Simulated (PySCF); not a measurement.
How methods differ on the excitation energy of N²⁺

N²⁺ [He] 2s2 2p1 (2P) → N²⁺ [He] 2s1 2p2, s spin flipped, as a difference of total energies. All numbers are calculated (PySCF 2.14, the spin-free X2C one-electron Hamiltonian (Gaussian nucleus), in x2c-QZVPPall with one added diffuse shell each of s, p, d, f type (8s5p4d3f1g, 73 functions)). Correlated levels: valence and next inner shell: nothing frozen. The calculations carry no spin-orbit coupling.

```csv
method,excitation energy (eV)
UHF,13.928
MP2 (valence and next inner shell),12.939
SCS-MP2 (valence and next inner shell),12.874
```

Problem. How much does correlation contribute at MP2 (valence and next inner shell)?

Solution. 12.939 − (13.928) = -0.989 eV, measured against UHF.

The upper determinant mixes two multiplicities, so it lies between the two terms.

The coupled-cluster amplitudes are large for the upper state (T1 above 0.03 or a double amplitude above 0.15), so a single reference is strained.
